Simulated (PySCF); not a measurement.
**Spin-rotation constants: SMILES CC(C)c1cnn[nH]1, C5H9N3**

Molfile (atoms numbered from 1):
```
C5H9N3
     RDKit          3D

 17 17  0  0  0  0  0  0  0  0999 V2000
   -1.2888    1.2323   -0.3554 C   0  0  0  0  0  0  0  0  0  0  0  0
   -0.6553   -0.1608   -0.3947 C   0  0  0  0  0  0  0  0  0  0  0  0
   -1.3121   -1.0856    0.6333 C   0  0  0  0  0  0  0  0  0  0  0  0
    0.8089   -0.0642   -0.1343 C   0  0  0  0  0  0  0  0  0  0  0  0
    1.5457    0.3849    0.9430 C   0  0  0  0  0  0  0  0  0  0  0  0
    2.8534    0.2494    0.6534 N   0  0  0  0  0  0  0  0  0  0  0  0
    2.9802   -0.2467   -0.5144 N   0  0  0  0  0  0  0  0  0  0  0  0
    1.7635   -0.4478   -1.0177 N   0  0  0  0  0  0  0  0  0  0  0  0
   -1.1689    1.6713    0.6319 H   0  0  0  0  0  0  0  0  0  0  0  0
   -0.8179    1.8901   -1.0830 H   0  0  0  0  0  0  0  0  0  0  0  0
   -2.3507    1.1683   -0.5809 H   0  0  0  0  0  0  0  0  0  0  0  0
   -0.7992   -0.5871   -1.3954 H   0  0  0  0  0  0  0  0  0  0  0  0
   -1.1952   -0.6789    1.6347 H   0  0  0  0  0  0  0  0  0  0  0  0
   -2.3737   -1.1871    0.4209 H   0  0  0  0  0  0  0  0  0  0  0  0
   -0.8568   -2.0734    0.6078 H   0  0  0  0  0  0  0  0  0  0  0  0
    1.2205    0.7852    1.8802 H   0  0  0  0  0  0  0  0  0  0  0  0
    1.6394   -0.8379   -1.9392 H   0  0  0  0  0  0  0  0  0  0  0  0
  1  2  1  0
  2  3  1  0
  2  4  1  0
  4  5  2  0
  5  6  1  0
  6  7  2  0
  7  8  1  0
  8  4  1  0
  1  9  1  0
  1 10  1  0
  1 11  1  0
  2 12  1  0
  3 13  1  0
  3 14  1  0
  3 15  1  0
  5 16  1  0
  8 17  1  0
M  END
```

Method used: GIAO KT3/pcSseg-1 magnetisability, rotational g tensor and spin-rotation constants, non-relativistic, gas phase (PySCF). Geometry: GFN2-xTB.

Question: Give the nuclear spin-rotation constants along the inertial axes (H = +C I·J) beside the isotropic shieldings.

Answer: Rotational constants 4.5066, 1.3743, 1.3594 GHz. A star marks the isotopologue with that one atom substituted, in its own axes.
```csv
atom,isotope,Caa (kHz),Cbb (kHz),Ccc (kHz),mean (kHz),σ (ppm)
N6,14N,1.020,0.369,0.076,0.489,-90.9
N7,14N,0.970,0.352,0.113,0.478,-93.8
N8,14N,0.471,0.268,0.128,0.289,27.3
H9,1H,-0.511,0.039,-0.151,-0.208,30.5
H10,1H,-0.372,-0.132,-0.020,-0.174,30.3
H11,1H,0.112,-0.151,-0.147,-0.062,30.4
H12,1H,-0.440,0.048,-0.141,-0.178,28.7
H13,1H,-0.511,0.040,-0.152,-0.208,30.5
H14,1H,0.111,-0.150,-0.148,-0.062,30.4
H15,1H,-0.372,-0.138,-0.013,-0.174,30.3
H16,1H,-0.377,0.136,-0.143,-0.128,24.4
H17,1H,-0.475,0.195,-0.150,-0.143,21.4
C1,13C*,0.718,0.229,0.203,0.383,157.6
C2,13C*,0.776,0.230,0.217,0.407,152.7
C4,13C*,1.949,0.536,0.225,0.903,46.7
C5,13C*,1.466,0.555,0.232,0.751,65.4
```
For the geometry as given, no vibrational averaging.

Question: How do the rotational constants and the g tensor change when H9, H10, H11, H12, H13, H14, H15, H16, H17 are replaced by deuterium?

Answer: Constants 3.5547, 1.2061, 1.1997 GHz; g -0.0319, -0.0252, 0.0067, against -0.0403, -0.0283, 0.0083 before.
